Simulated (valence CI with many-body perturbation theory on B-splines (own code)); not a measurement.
## Basis-set convergence for Sn17+

Calculated by relativistic CI+MBPT: five valence electrons over a frozen Dirac-Fock core [Ar] 3d10, radial functions for each j: 9 s, 9 p, 8 d, 6 f, 3 g, 1 h, with the one-electron correlation potential Σ1 (screened to all orders), the two-electron term Σ2, the three-electron term Σ3, Breit, model QED; selected single and double excitations, second order for the rest, scaled by the run's own slope (own B-spline code, finite nucleus).

No measured spectrum was set against this ion. As an estimate, levels hold to about 250 cm⁻¹ or 0.2 % of their energy and the worst to 1 %, as in measured heavy ions of charge 2 to 7; those with d or f electrons hold less well. Among the levels kept, up to 1100 cm⁻¹ of a level comes from second order outside the variational space, and about a tenth of that is noise between levels of different J, which matters for small intervals.

The reference run has the lowest level (4s^2 4p1/2^2 4p3/2) J=3/2 and an ionisation energy of 467.988 eV. Its largest variational space holds 20007 state functions.

Levels are named by their leading jj configuration (3d3/2^4 stands for four electrons in 3d with j = 3/2), which in mixed levels can hold well under half, so a name can repeat and another be missing. Letters in brackets count levels of one name in rising energy.

Changed runs:
A. basis 6 s, 6 p, 5 d, 3 f, 1 g
B. basis 5 s, 5 p, 4 d, 2 f

Excitation energies of the reference run in cm⁻¹, and shifts in cm⁻¹:

| Level | Reference | A | B |
| --- | --- | --- | --- |
| (4s^2 4p1/2 4p3/2^2) J=3/2 | 65853 | +2.4 | +49 |
| (4s^2 4p1/2 4p3/2^2) J=5/2 | 86190 | +87 | +353 |
| (4s^2 4p1/2 4p3/2^2) J=1/2 | 115019 | +142 | +572 |
| (4s^2 4p3/2^3) J=3/2 | 179229 | +84 | +392 |
| (4s 4p1/2^2 4p3/2^2) J=5/2 | 399148 | -96 | -234 |
| (4s 4p1/2^2 4p3/2^2) J=3/2 | 443519 | -81 | -174 |
| (4s 4p1/2^2 4p3/2^2) J=1/2 | 448892 | -40 | -24 |
| (4s 4p1/2 4p3/2^3) J=3/2 [a] | 496765 | -0.4 | +106 |
| (4s 4p1/2 4p3/2^3) J=5/2 | 517911 | +24 | +196 |
| (4s 4p1/2 4p3/2^3) J=1/2 | 557074 | +95 | +429 |
| (4s 4p1/2 4p3/2^3) J=3/2 [b] | 565287 | +62 | +329 |
| (4s^2 4p1/2^2 4d3/2) J=3/2 | 583524 | +127 | +659 |
| Ionisation energy (eV) | 467.988 | -0.038 | -0.127 |
